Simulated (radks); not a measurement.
Problem. Species: Pm II. Configuration: [Xe] 4f5 6s1. Method: scalar-relativistic Kohn-Sham, r2SCAN, spin-polarised, spherical densities, finite nucleus; open shells are filled with parallel spins first (spin-orbit coupling, left out, can overturn this in heavy ions); meta-GGA in the generalised Kohn-Sham scheme; Fermi nuclear charge, rms radius 4.962 fm; computed with a radial shooting solver on a logarithmic mesh with Libxc functionals. Some entries of the table are withheld. Estimate them.

orbital  occ.  eigenvalue (hartree)  <r> (bohr)
1s up       1             -1657.183     0.02318
1s down     1             -1657.183     0.02318
2s down     1             -270.3458     0.09893
2s up       1             -270.3450     0.09893
2p down     3             -241.3261     0.08711
2p up       3             -241.3259     0.08711
3s up       1             -59.40909      0.2601
3s down     1             -59.34253      0.2600
3p up       3             -50.24685      0.2586
3p down     3             -50.18008      0.2583
3d up       5             -37.68741      0.2364
3d down     5             -37.63497      0.2361
4s up       1             -12.17168      0.5936
4s down     1             -11.99207      0.5932
4p up       3              -9.15151      0.6283
4p down     3              -8.96877      0.6279
4d up       5              -4.87048      0.6892
4d down     5              -4.68316      0.6893
5s up       1              -1.83952       1.435
5s down     1              -1.73710       1.467
5p up       3                   (1)       1.675
5p down     3                   (2)       1.710
4f up       5                   (3)       1.026
6s up       1              -0.32317         (4)
5d up       0              -0.27492       2.835
6p up       0              -0.20147       4.794
4f down     0                   (5)       1.137

Solution. 
(1) 5p up eigenvalue (hartree): -1.10619
(2) 5p down eigenvalue (hartree): -1.03060
(3) 4f up eigenvalue (hartree): -0.33796
(4) 6s up <r> (bohr): 3.946
(5) 4f down eigenvalue (hartree): -0.17055
